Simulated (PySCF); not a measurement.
Ga(Cl)(SH)2 (ClGaH2S2), SMILES [SH][Ga]([SH])[Cl].

Coordinates come from a PBE0-D3(BJ)/def2-SVP optimisation. Other conformers were not sampled.

All values below come from PBE0-D3(BJ)/def2-SVP (PySCF).

Frequencies are harmonic and unscaled.

```json
[
 {"mode": "1", "ν (cm⁻¹)": "112", "IR (km/mol)": "8.7", "Raman (Å⁴/amu)": "2.7", "depolarisation": "0.67", "moving atoms (share of kinetic energy)": "S 67 %, Ga 18 %, Cl 8 %"},
 {"mode": "2", "ν (cm⁻¹)": "115", "IR (km/mol)": "4.0", "Raman (Å⁴/amu)": "2.1", "depolarisation": "0.75", "moving atoms (share of kinetic energy)": "Cl 47 %, S 35 %, Ga 16 %"},
 {"mode": "3", "ν (cm⁻¹)": "131", "IR (km/mol)": "8.9", "Raman (Å⁴/amu)": "0.0", "depolarisation": "–", "moving atoms (share of kinetic energy)": "Ga 59 %, S 29 %, Cl 12 %"},
 {"mode": "4", "ν (cm⁻¹)": "194", "IR (km/mol)": "0.0", "Raman (Å⁴/amu)": "0.0", "depolarisation": "–", "moving atoms (share of kinetic energy)": "H 98 %"},
 {"mode": "5", "ν (cm⁻¹)": "262", "IR (km/mol)": "32.8", "Raman (Å⁴/amu)": "4.5", "depolarisation": "0.75", "moving atoms (share of kinetic energy)": "H 94 %"},
 {"mode": "6", "ν (cm⁻¹)": "357", "IR (km/mol)": "0.1", "Raman (Å⁴/amu)": "24.6", "depolarisation": "0.12", "moving atoms (share of kinetic energy)": "S 74 %, Cl 24 %"},
 {"mode": "7", "ν (cm⁻¹)": "448", "IR (km/mol)": "52.8", "Raman (Å⁴/amu)": "3.5", "depolarisation": "0.75", "moving atoms (share of kinetic energy)": "S 53 %, Ga 42 %"},
 {"mode": "8", "ν (cm⁻¹)": "452", "IR (km/mol)": "74.6", "Raman (Å⁴/amu)": "3.6", "depolarisation": "0.75", "moving atoms (share of kinetic energy)": "Cl 47 %, Ga 40 %, S 13 %"},
 {"mode": "9", "ν (cm⁻¹)": "692", "IR (km/mol)": "14.9", "Raman (Å⁴/amu)": "5.6", "depolarisation": "0.75", "moving atoms (share of kinetic energy)": "H 92 %"},
 {"mode": "10", "ν (cm⁻¹)": "727", "IR (km/mol)": "0.5", "Raman (Å⁴/amu)": "7.3", "depolarisation": "0.73", "moving atoms (share of kinetic energy)": "H 93 %"},
 {"mode": "11", "ν (cm⁻¹)": "2714", "IR (km/mol)": "1.8", "Raman (Å⁴/amu)": "0.7", "depolarisation": "0.75", "moving atoms (share of kinetic energy)": "H 97 %"},
 {"mode": "12", "ν (cm⁻¹)": "2717", "IR (km/mol)": "0.0", "Raman (Å⁴/amu)": "216.4", "depolarisation": "0.30", "moving atoms (share of kinetic energy)": "H 97 %"}
]
```
